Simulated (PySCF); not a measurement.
C₂H₇FO₂Sn, SMILES C[CH2][Sn]([OH])([OH])[F].

Geometry: B3LYP-D3(BJ)/def2-SVP. The structure was generated by enumeration; whether it is a known compound was not checked. The def2 effective core potentials stand for the cores of Sn; spin–orbit coupling is left out. The values are those of a single conformer.

These are IEF-PCM-PBE0/def2-SVP run with PySCF 2.14.0 values and carry that method's errors.

The values are the electrostatic part of the solvation free energy, E(continuum) − E(gas) at the gas-phase geometry, in a cavity of scaled van der Waals radii (PySCF's table); cavitation and dispersion terms are not included. A continuum can't describe solvent molecules that bind to the metal. In vacuum the orbital gap is 7.35 eV. The dipole moment in vacuum is 1.76 D.

```json
[
 {"solvent": "water", "ε": "78.36", "ΔG(elec) (kcal/mol)": "-10.5", "dipole (D)": "2.13", "gap (eV)": "7.36"},
 {"solvent": "ethanol", "ε": "24.85", "ΔG(elec) (kcal/mol)": "-10.1", "dipole (D)": "2.12", "gap (eV)": "7.36"},
 {"solvent": "tetrahydrofuran", "ε": "7.43", "ΔG(elec) (kcal/mol)": "?", "dipole (D)": "?", "gap (eV)": "?"}
]
```

Q: Complete the blanks. (The exact figures need the calculation; the answer reports its results.)

A: 
- tetrahydrofuran, ΔG(elec) (kcal/mol): -8.6
- tetrahydrofuran, dipole (D): 2.08
- tetrahydrofuran, gap (eV): 7.36
